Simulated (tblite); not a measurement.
Compound: C6H16Si2.
Cartesian coordinates in Å at the GFN2-xTB level; atoms count from 1:
```
atom  x, y, z in Å
C1     3.0337   -0.2023    0.7148
C2     1.8349   -0.1994   -0.2247
C3     0.5159   -0.0628    0.5438
C4    -0.6564   -0.0349   -0.3925
C5    -1.1888    1.1047   -0.8370
Si6   -0.6530    2.8452   -0.4001
C7    -1.1964   -1.3689   -0.7916
Si8   -2.4511   -2.0068    0.5005
H9     3.9612   -0.2895    0.1531
H10    3.0671    0.7209    1.2892
H11    2.9733   -1.0371    1.4107
H12    1.9192    0.6319   -0.9279
H13    1.8261   -1.1249   -0.8054
H14    0.4178   -0.9038    1.2350
H15    0.5464    0.8588    1.1276
H16   -2.0202    1.0208   -1.5290
H17   -0.8442    3.1138    1.0315
H18   -1.4760    3.7808   -1.1717
H19    0.7577    3.0813   -0.7307
H20   -0.3847   -2.0904   -0.8947
H21   -1.6968   -1.2983   -1.7587
H22   -1.7779   -2.2293    1.7824
H23   -3.0060   -3.2745    0.0209
H24   -3.5137   -1.0156    0.6620
```

Computed with GFN2-xTB (tblite): harmonic, unscaled wavenumbers at the GFN2-xTB geometry, gas phase. The method is semi-empirical: single wavenumbers can be off by several per cent or more. Modes of hydrogen on silicon can be 10 to 20 % off. One conformer, not necessarily the lowest.

Harmonic wavenumbers (cm⁻¹): 45.5, 56.7, 81.8, 88.6, 93.0, 107.7, 180.3, 190.5, 209.7, 237.9, 315.2, 392.5, 422.3, 510.5, 515.2, 546.6, 568.2, 612.6, 728.5, 761.4, 776.2, 781.4, 784.1, 790.5, 796.3, 803.6, 811.4, 822.8, 827.5, 897.7, 922.7, 965.9, 1066.7, 1092.2, 1114.7, 1123.9, 1176.5, 1199.1, 1235.2, 1276.6, 1279.0, 1325.3, 1355.0, 1415.0, 1466.2, 1481.7, 1495.8, 1504.0, 1506.4, 1667.2, 2204.5, 2217.2, 2241.4, 2253.2, 2258.8, 2281.7, 2958.6, 2966.4, 2971.4, 2979.9, 2983.6, 2986.4, 3014.6, 3025.8, 3031.6, 3036.7.

A = 1270, B = 883.4, C = 573.2 MHz; mass 144.079 u (most abundant isotopes); point group C1, symmetry number 1.

Question: What is the zero-point energy?

Answer: Half the sum of the wavenumbers: 41919 cm⁻¹ = 119.85 kcal/mol.

Question: Entropy at 200 K, 1 bar (ideal gas, RRHO, classical rotation)?

Answer: Translation 38.85, rotation 29.40, vibration 28.16: S = 96.4 cal/(mol K).

Question: And Cp and H(200 K) − H(0)?

Answer: Cp = 35.78 cal/(mol K), of which vibrations give 27.83 (their classical limit is 66 R = 131.2); H(200 K) − H(0) = 4.56 kcal/mol without the zero-point energy, 2.97 from vibrations.

Question: What must be added to the electronic energy to get the Gibbs energy at 200 K and 1 bar?

Answer: ZPE + [H(200 K) − H(0)] − T·S = 119.85 + 4.56 − 19.28 = 105.13 kcal/mol.

Question: How do the functions run with temperature in this model?

Answer: 
| T (K) | S (cal/(mol K)) | Cp (cal/(mol K)) | H − H(0) (kcal/mol) | G − H(0) (kcal/mol) | ln q(vib) |
| --- | --- | --- | --- | --- | --- |
| 150 | 87.1 | 29.6 | 2.93 | -10.13 | 4.79 |
| 250 | 105.1 | 42.4 | 6.52 | -19.76 | 8.54 |
| 298.15 | 113.1 | 48.9 | 8.72 | -25.02 | 10.28 |
| 400 | 129.3 | 61.7 | 14.36 | -37.37 | 13.90 |
| 600 | 158.3 | 81.1 | 28.76 | -66.19 | 20.78 |
| 900 | 195.1 | 100.3 | 56.21 | -119.38 | 30.39 |

q(vib) and H(0) count from the zero-point level.

Hindered rotation and anharmonicity are outside this model. Other conformers, if any are populated, would add a mixing term that is left out. The structure is chiral; the term R ln 2 for an equal mix with its mirror image is left out.
